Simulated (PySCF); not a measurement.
## Basis and Hamiltonian dependence of the ionisation energy of Mg⁺

Mg⁺ [Ne] 3s1 (2S) → Mg²⁺ [Ne] (1S). Calculated with PySCF 2.14 from differences of total energies of unrestricted determinants, without spin-orbit coupling. Values in eV.

```json
{"basis": "cc-pVDZ-DK", "Hamiltonian": "spin-free X2C", "functions": "18", "UHF": "14.734", "r2SCAN": "n/a", "PBE0": "n/a", "CCSD(T) (valence and next inner shell)": "n/a"}
{"basis": "x2c-SVPall", "Hamiltonian": "spin-free X2C", "functions": "18", "UHF": "14.630", "r2SCAN": "14.920", "PBE0": "n/a", "CCSD(T) (valence and next inner shell)": "n/a"}
{"basis": "cc-pVDZ", "Hamiltonian": "non-relativistic", "functions": "18", "UHF": "14.712", "r2SCAN": "n/a", "PBE0": "15.186", "CCSD(T) (valence and next inner shell)": "n/a"}
{"basis": "pcseg-2", "Hamiltonian": "non-relativistic", "functions": "19", "UHF": "14.716", "r2SCAN": "n/a", "PBE0": "n/a", "CCSD(T) (valence and next inner shell)": "n/a"}
{"basis": "jorge-DZP-DKH", "Hamiltonian": "spin-free X2C", "functions": "24", "UHF": "14.718", "r2SCAN": "n/a", "PBE0": "n/a", "CCSD(T) (valence and next inner shell)": "n/a"}
{"basis": "aug-cc-pVDZ", "Hamiltonian": "non-relativistic", "functions": "27", "UHF": "14.713", "r2SCAN": "14.984", "PBE0": "15.187", "CCSD(T) (valence and next inner shell)": "n/a"}
{"basis": "x2c-TZVPPall", "Hamiltonian": "spin-free X2C", "functions": "32", "UHF": "14.734", "r2SCAN": "15.024", "PBE0": "15.231", "CCSD(T) (valence and next inner shell)": "14.901"}
{"basis": "def2-TZVPPD", "Hamiltonian": "non-relativistic", "functions": "35", "UHF": "14.712", "r2SCAN": "15.004", "PBE0": "15.208", "CCSD(T) (valence and next inner shell)": "14.879"}
{"basis": "x2c-TZVPPall with one added diffuse shell each of s, p, d type", "Hamiltonian": "spin-free X2C", "functions": "41", "UHF": "14.734", "r2SCAN": "15.026", "PBE0": "15.233", "CCSD(T) (valence and next inner shell)": "14.902"}
{"basis": "aug-cc-pVTZ", "Hamiltonian": "non-relativistic", "functions": "50", "UHF": "14.723", "r2SCAN": "15.019", "PBE0": "15.234", "CCSD(T) (valence and next inner shell)": "n/a"}
{"basis": "aug-cc-pVQZ-DK", "Hamiltonian": "spin-free X2C", "functions": "84", "UHF": "14.746", "r2SCAN": "15.042", "PBE0": "15.259", "CCSD(T) (valence and next inner shell)": "n/a"}
{"basis": "aug-cc-pV5Z", "Hamiltonian": "non-relativistic", "functions": "131", "UHF": "14.724", "r2SCAN": "15.017", "PBE0": "15.238", "CCSD(T) (valence and next inner shell)": "n/a"}
{"basis": "aug-cc-pCVQZ-DK", "Hamiltonian": "spin-free X2C", "functions": "134", "UHF": "14.745", "r2SCAN": "15.043", "PBE0": "15.254", "CCSD(T) (valence and next inner shell)": "n/a"}
{"basis": "aug-cc-pCVQZ", "Hamiltonian": "non-relativistic", "functions": "134", "UHF": "14.724", "r2SCAN": "15.020", "PBE0": "15.231", "CCSD(T) (valence and next inner shell)": "n/a"}
```

Frozen in the all-electron rows: valence: [Ne]; valence and next inner shell: 1s2.

Reference for a calculation without spin-orbit coupling: 15.035 eV (measured, between term centres; NIST).
